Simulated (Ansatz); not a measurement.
Ideal-gas functions of CH₅BInN, SMILES `[InH2][B]1CN1` at 500 K and 1 bar, from an Ansatz frequency run at PBE0-D4/def2-TZVP.

Molar mass 156.69 g/mol, point group Cs (symmetry number 1), electronic degeneracy 1, moments of inertia 24.299, 326.057, 338.316 u Å². Harmonic wavenumbers (cm⁻¹, unscaled): 108, 157, 167, 284, 287, 426, 508, 625, 834, 919, 973, 1009, 1138, 1155, 1477, 1571, 1792, 1803, 3074, 3147, 3676.

Use S(trans) = R[1.5 ln M + 2.5 ln T − 1.1517]; rotational temperatures θ = 24.2544 K / I; S(rot) = R[ln(√π/σ · √(T³/θAθBθC)) + 1.5]; for each mode x = 1.438777 ν̃/T, S = R[x/(eˣ − 1) − ln(1 − e⁻ˣ)] and H = RT x/(eˣ − 1); 1 cm⁻¹ = 0.0119627 kJ/mol; R = 8.31446 J/(mol·K).

Problem. By hand: the entropy, in J/(mol·K).

Solution. Translation 182.6. Rotation: θ = 0.9982, 0.0744, 0.0717 K, giving 116.5. Vibration, mode by mode: 18.06, 14.99, 14.49, 10.22, 10.14, 7.12, 5.86, 4.47, 2.78, 2.29, 2.03, 1.87, 1.39, 1.34, 0.63, 0.50, 0.30, 0.29, 0.01, 0.01, 0.00, in all 98.8. Electronic 0.0. Sum 397.9 J/(mol·K).

Problem. By hand: H − E and G − E in kJ/mol, counted from the electronic energy.

Solution. Zero-point energy ½ × 25130 × 0.0119627 = 150.3; thermal vibration 25.9; translation, rotation and pV give 4 RT = 16.6. H − E = 192.8 kJ/mol, and G − E = 192.8 − 500 × 397.9/1000 = -6.1 kJ/mol.

Vibration gives 25 % of the entropy, 18.1 J/(mol·K) of it from the mode under 150 cm⁻¹: soft modes count most, and the harmonic formula is weakest for them.
